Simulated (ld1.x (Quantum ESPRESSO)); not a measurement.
# Varying the TM potential for Al

Base potential:

```
Element                 : Al
Generator               : ld1.x (Quantum ESPRESSO) 7.5
Type                    : norm-conserving Troullier–Martins (Kleinman–Bylander form)
Functional              : LDA (PZ)
Relativity              : non-relativistic
Frozen core             : [Ne]
Valence charge          : 3
Reference configuration : 3s2 3p1
Partial waves           : 3s (bound): rc 1.40 bohr; 3p (bound): rc 1.65 bohr
Local potential         : the p channel
Core correction         : Bessel-smoothed model core inside 0.95 bohr
```

All-electron outer shells of the reference configuration (LDA (PZ), non-relativistic, ld1.x):

```json
{"shell": "3s", "level (eV)": "-7.81", "outermost node (bohr)": "0.80", "outermost maximum (bohr)": "2.06"}
{"shell": "3p", "level (eV)": "-2.80", "outermost node (bohr)": "0.82", "outermost maximum (bohr)": "2.64"}
```

Cutoffs, loose and tight: the cutoffs (Ry, on a coarse ladder) from which the occupation-weighted sum of valence levels, in a spherical-Bessel basis at the reference potential, stays within 10 and 1 mRy of its value at 400 Ry. They do not see the model core or the augmentation charge, which bear on the density cutoff. Test errors are all-electron minus pseudo excitation energies from the reference, over the configurations 3s2 3p0; 3s1 3p0; 3s2 3p0.5; 3s2 3p1.3; 3s0 3p3; 3s1 3p2; 3s1 3p1 (two spin-polarised tests are not counted in the largest error). A dash means not determined; rows that change the core or the reference have their own tests. The largest error is taken over the tests solved by every variant that gives reliable tests at all: 3s0 3p3; 3s1 3p0; 3s1 3p2; 3s2 3p0; 3s2 3p1.3.

A true bound ghost makes a file unfit for plane-wave use even where its test errors are small: the radial tests pick states by their node count and pass the ghost by.

Cutoffs are not given where the Bessel-basis levels miss the radial ones by over 6 mRy, ghosts where they miss by over 20 mRy; a channel whose overlap is not positive is not tested.

| change | outcome | cutoff, loose | cutoff, tight | bound ghosts | largest test error (meV) |
| --- | --- | --- | --- | --- | --- |
| base | generated | 35 Ry | 80 Ry | none | -6.1 |
| wave 3s (bound): rc 1.40 bohr becomes 3s (bound): rc 1.10 bohr | generated | 180 Ry | 230 Ry | s | -76 |
| wave 3s (bound): rc 1.40 bohr becomes 3s (bound): rc 1.28 bohr | generated | 50 Ry | 140 Ry | none | -21 |
| wave 3s (bound): rc 1.40 bohr becomes 3s (bound): rc 1.46 bohr | generated | 30 Ry | 70 Ry | none | +3.9 |
| wave 3s (bound): rc 1.40 bohr becomes 3s (bound): rc 1.54 bohr | generated | 30 Ry | 55 Ry | none | +3.9 |
| wave 3s (bound): rc 1.40 bohr becomes 3s (bound): rc 1.72 bohr | generated | 21 Ry | 35 Ry | none | +4.2 |
| wave 3s (bound): rc 1.40 bohr becomes 3s (bound): rc 1.94 bohr | generated | 21 Ry | 35 Ry | none | +4.4 |
| wave 3s (bound): rc 1.40 bohr becomes 3s (bound): rc 2.06 bohr | generated | 21 Ry | 35 Ry | none | +4.0 |

(1) What comes out with this change to the base: wave 3s (bound): rc 1.40 bohr becomes 3s (bound): rc 0.90 bohr?

Answers

(1) outcome: generated; bound ghosts: not determined; largest test error (meV): -89.

Reading the sweep of the s radius (base included, trends over the rows without a ghost): The loose cutoff falls from 50 Ry at 1.28 to 21 Ry at 2.06 bohr. A larger radius leaves more room for a smooth pseudo-wave, so fewer plane waves are needed; a smaller one forces it to follow the all-electron wave where it bends sharply. The median size of the test errors (rows with all tests solved) is not monotonic: lowest 0.3 meV at 1.54 bohr, highest 1.5 meV at 1.4 bohr. Bound ghosts are found at 1.1 bohr.
